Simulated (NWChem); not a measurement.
Species: CH₄Cd; SMILES [CH3][CdH]

Program: NWChem. Medium grid unless said otherwise, to which SCAN and Minnesota functionals are sensitive. Structure relaxed at the PBE0/def2-SVP level. def2 effective core potentials on Cd; no spin-orbit coupling. Hybrids' shares of exact exchange are those that their runs print; pure functionals count as 0. The functionals differ in more than this share.

| row | share of exact exchange | orbital gap (eV) |
|---|---|---|
| PBE/def2-SVP | 0.00 | 5.12 |
| BP86/def2-SVP | 0.00 | 5.22 |
| B3LYP/def2-SVP | 0.20 | 6.39 |
| MN15/def2-SVP | 0.44 | 8.06 |
| M05-2X/def2-SVP | 0.56 | withheld |

Q: Fit a straight line of the last column on the one before it, predict the withheld value, and compare with the run.

A: 
1. Means of the 4 shown rows: x = 0.160, y = 6.197. Slope Σ(x − x̄)(y − ȳ)/Σ(x − x̄)² = 0.8580/0.1312 = 6.540; intercept 5.151.
2. The shown rows scatter about the line by 0.054 (root mean square); the largest residual is -0.07, at B3LYP/def2-SVP.
3. At x = 0.56 (M05-2X/def2-SVP; beyond the shown range) the line gives 8.81.
4. The run gives 8.65, -0.16 from the line, 3.0 times the scatter.
